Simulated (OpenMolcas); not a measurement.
Ti3+ (d1) in a complex was computed by CASSCF with the d shell active (OpenMolcas, ANO-RCC-VDZP on the metal). Its lowest spin-free states, and all those of the highest spin:

| 2S+1 | Degeneracy | E (cm-1) |
| --- | --- | --- |
| 2 | 1 | 0.0 |
| 2 | 1 | 4182 |
| 2 | 2 | 10861 |
| 2 | 1 | 12241 |

**Question.** Is the site octahedral, tetrahedral or cube-like, axial, or of lower symmetry?

**Answer.** The states with 2S+1 = 2 have orbital degeneracies 1, 1, 2, 1. There are pairs but no triples, so the site is axial: not cubic, but with a proper or improper axis of order three or more. The run had Ti3+ with 4 ligands (hydroxide) in tetrahedral coordination (S4) at 1.87 Å. A charge of +0.25 e stands 2.6 Å behind each ligand. Ligand basis ANO-RCC-VDZP.

The least metal-like active orbital is 84 % on the metal (Löwdin) and no ligand orbital is active, so the numbers are rough. Ligand-to-metal charge-transfer states are missing. With metal d orbitals alone and no dynamic correlation the field as a rule comes out too small, by tens of per cent, by up to half for chloride and softer ligands. No measured value stands beside these numbers; the geometry was imposed, not optimised, and the real ion may take another.
